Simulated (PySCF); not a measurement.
C3H3, SMILES C#C[CH2] (connectivity only; charge and spin as stated), charge +1, multiplicity 1.

Geometry: PBE0-D3(BJ)/def2-TZVP. The multiplicity is an assumed one; other spin states were not compared. The isomer is the one that the SMILES or the coordinates give; other isomers of the formula were not compared.

Level of theory: PySCF with B3LYP/def2-TZVPD.

Symmetry labels are those of the subgroup C2v that the program uses (full group C2v).

Problem. List the valence orbital energies around the gap with their symmetry. (The exact figures need the calculation; the answer reports its results.)

Solution. 
```csv
orbital,symmetry,energy (eV)
HOMO−7,A1,-284.85
HOMO−6,A1,-29.49
HOMO−5,A1,-26.94
HOMO−4,A1,-22.06
HOMO−3,A1,-20.79
HOMO−2,B2,-20.00
HOMO−1,B1,-16.62
HOMO,B2,-15.20
LUMO,B1,-11.26
LUMO+1,B2,-6.49
LUMO+2,B1,-4.87
LUMO+3,A1,-4.61
```
